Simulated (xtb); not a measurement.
C₂H₆BFO₂, SMILES COB(O)CF. All values are semi-empirical tight-binding results from xtb (GFN2-xTB unless named), good for trends rather than for accurate numbers. Geometry: GFN2-xTB. The structure was generated by enumeration, and PubChem lists no compound with its InChIKey, so it may never have been made. The values are those of a single conformer.

| Property | Result |
|---|---|
| point group as xtb finds it | Cs |
| orbital gap | 7.01 eV |
| dipole moment | 1.64 D |
| zero-point energy | 55.4 kcal/mol |
| G − E(el) at 298.15 K (modified RRHO) | 35.3 kcal/mol |
| static polarisability (D4 model) | 50.0 bohr³ |
| solvation energy, GFN2-xTB/ALPB(water) | -5.6 kcal/mol |
| solvation energy, GFN2-xTB/ALPB(methanol) | -6.4 kcal/mol |

Computed IR lines (harmonic; lines under 4 % of the strongest left out, lines within 3 cm⁻¹ merged):
ν (cm⁻¹): 439 (w), 583 (m), 820 (m), 937 (s), 1011 (w), 1052 (w), 1184 (w), 1215 (vs), 1271 (m), 1336 (vs), 1409 (m), 1465 (w), 2966 (m), 2976 (w), 2994 (w), 3613 (w) (against the strongest line: vs over 80 %, s over 45 %, m over 15 %, w over 4 %, vw less)
